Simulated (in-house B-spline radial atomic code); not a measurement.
The numbers below are computed, except where a source is named.
## Correlation energy from the adiabatic connection: ω²r²/2 − Z/r, ω = 0.166, Z = 1.5

Two electrons in a singlet, external potential ω²r²/2 − Z/r, ω = 0.166, Z = 1.5 (atomic units). Full CI in B-splines (partial waves to l = 8, correlation up to 0.6 % small) with the density held fixed gives W(λ) = <V_ee>_λ − U, and E_c is the integral of W(λ) − W(0) from 0 to 1.

```json
{"λ": "0", "W(λ) − W(0) (hartree)": "0.00000"}
{"λ": "0.02", "W(λ) − W(0) (hartree)": "-0.00191"}
{"λ": "0.05", "W(λ) − W(0) (hartree)": "-0.00474"}
{"λ": "0.12", "W(λ) − W(0) (hartree)": "-0.01114"}
{"λ": "0.25", "W(λ) − W(0) (hartree)": "-0.02234"}
{"λ": "0.4", "W(λ) − W(0) (hartree)": "-0.03426"}
{"λ": "0.6", "W(λ) − W(0) (hartree)": "-0.04870"}
{"λ": "0.8", "W(λ) − W(0) (hartree)": "-0.06169"}
{"λ": "1", "W(λ) − W(0) (hartree)": "-0.07342"}
```

**Question.** Integrate the table by the trapezoid rule.

**Answer.** The strips give -0.00002, -0.00010, -0.00056, -0.00218, -0.00425, -0.00830, -0.01104, -0.01351, which sum to -0.03994 hartree. The direct value, W(1) − W(0) + T_c with T_c = 0.03338, is -0.04003; the curve is convex, so chords lie above it and the trapezoids fall short in size by 0.23 %.

**Question.** Now use only three numbers: W(0) = -0.75336, the initial slope W'(0) = -0.09622 (extrapolated from the first points) and the strong-coupling limit of the point-charge-plus-continuum model, W∞ = -1.0716. What do second-order theory and the interpolation W(λ) = W∞ + (W(0) − W∞)/√(1 + 2χλ) of Seidl, Perdew and Levy give?

**Answer.** Second order keeps the slope alone: E_c = W'(0)/2 = -0.04811, +20 % in size against -0.04003. Matching the slope fixes χ = W'(0)/(W∞ − W(0)) = -0.09622/(-0.31824) = 0.30235. Integrating, with s = √(1 + 2χ) = 1.266768, E_c = −(W(0) − W∞)(s − 1)/(s + 1) = −0.31824 × 0.266768/2.266768 = -0.03745 hartree, -6.4 % in size against the full result. At λ = 1 the formula gives W − W(0) = -0.06702 against -0.07342. Part of the miss can come from the model's W∞.
